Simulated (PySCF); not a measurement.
**`C[S][GaH][c]1ccco1`, C$_{5}$H$_{7}$GaOS**

Molfile (atoms numbered from 1):
```
C5H7GaOS
     RDKit          3D

 15 15  0  0  0  0  0  0  0  0999 V2000
    3.9030    0.1977    0.4061 C   0  0  0  0  0  0  0  0  0  0  0  0
    2.6779   -0.6259   -0.6865 S   0  0  0  0  0  0  0  0  0  0  0  0
    0.8169    0.1040    0.3113 Ga  0  0  0  0  0  3  0  0  0  0  0  0
   -1.0718   -0.2654   -0.1652 C   0  0  0  0  0  0  0  0  0  0  0  0
   -2.0429   -0.8817   -0.9070 C   0  0  0  0  0  0  0  0  0  0  0  0
   -3.2853   -0.4137   -0.4182 C   0  0  0  0  0  0  0  0  0  0  0  0
   -2.9954    0.4550    0.5886 C   0  0  0  0  0  0  0  0  0  0  0  0
   -1.6708    0.5562    0.7534 O   0  0  0  0  0  0  0  0  0  0  0  0
    3.3962    0.7873    1.1774 H   0  0  0  0  0  0  0  0  0  0  0  0
    4.5151   -0.5716    0.8671 H   0  0  0  0  0  0  0  0  0  0  0  0
    4.5217    0.8435   -0.2094 H   0  0  0  0  0  0  0  0  0  0  0  0
    0.9994    1.0576    1.5577 H   0  0  0  0  0  0  0  0  0  0  0  0
   -1.8858   -1.5839   -1.7034 H   0  0  0  0  0  0  0  0  0  0  0  0
   -4.2587   -0.6906   -0.7701 H   0  0  0  0  0  0  0  0  0  0  0  0
   -3.6239    1.0392    1.2336 H   0  0  0  0  0  0  0  0  0  0  0  0
  1  2  1  0
  2  3  1  0
  3  4  1  0
  4  5  2  0
  5  6  1  0
  6  7  2  0
  7  8  1  0
  8  4  1  0
  1  9  1  0
  1 10  1  0
  1 11  1  0
  3 12  1  0
  5 13  1  0
  6 14  1  0
  7 15  1  0
M  END
```

Method: GIAO HF/pcSseg-1 magnetisability, rotational g tensor and spin-rotation constants, non-relativistic, gas phase (PySCF). Geometry: GFN2-xTB.

The calculation is non-relativistic, which matters for the atoms heavier than Zn.

Question: What are the magnetisability and the molar susceptibility?

Answer: Isotropic -1675 × 10⁻³⁰ J/T², or -100.9 × 10⁻⁶ cm³/mol; principal values -2169, -1483, -1372 × 10⁻³⁰ J/T², anisotropy 748 × 10⁻³⁰ J/T² (root of half the summed squared differences of the principal values). The susceptibility is in cgs units.

Question: Split it along the inertial axes a, b, c into diamagnetic and paramagnetic parts about the centre of mass, with the quadrupole moment.

Answer: 
| axis | χ (10⁻⁶ cm³/mol) | diamagnetic (10⁻⁶ cm³/mol) | paramagnetic (10⁻⁶ cm³/mol) | summed x² of all electrons (Å²) | quadrupole Θ (D Å) |
| --- | --- | --- | --- | --- | --- |
| a | -88.4 | -361.0 | 272.6 | 492.8 | +10.50 |
| b | -83.5 | -2157.9 | 2074.4 | 69.2 | -5.25 |
| c | -130.6 | -2384.4 | 2253.8 | 15.9 | -5.25 |

Anisotropies 2χaa − χbb − χcc = +37.3 and 2χbb − χaa − χcc = +51.9 × 10⁻⁶ cm³/mol. Θ is traceless in Buckingham's convention.

Question: And the rotational g tensor?

Answer: 
```tsv
axis	rotational constant (GHz)	g	nuclear part	electronic part
a	5.1977	-0.0776	0.5880	-0.6656
b	0.5744	-0.0074	0.5524	-0.5598
c	0.5192	+0.0048	0.5545	-0.5497
```
Asymmetric top; isotopes 12C, 69Ga, 1H, 16O, 32S; no vibrational averaging.
